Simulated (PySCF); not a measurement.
CH₂I₂, SMILES C(I)I.

Geometry optimised at PBE0-D3(BJ)/def2-SVP. The def2 effective core potentials stand for the cores of I; spin–orbit coupling is left out.

Method: PBE0-D3(BJ)/def2-SVP run with PySCF.

Frequencies are harmonic and unscaled.

Computed harmonic wavenumbers and intensities:
| mode | ν (cm⁻¹) | IR (km/mol) | moving atoms (share of kinetic energy) |
|---|---|---|---|
| 1 | 120 | 0.0 | I 94 % |
| 2 | 498 | 0.1 | C 79 %, I 11 %, H 11 % |
| 3 | 597 | 52.9 | C 84 %, H 9 % |
| 4 | 719 | 12.0 | H 76 %, C 23 % |
| 5 | 1052 | 0.0 | H 100 % |
| 6 | 1132 | 97.4 | H 90 %, C 10 % |
| 7 | 1388 | 0.0 | H 93 % |
| 8 | 3154 | 0.1 | H 95 % |
| 9 | 3257 | 9.0 | H 89 %, C 11 % |
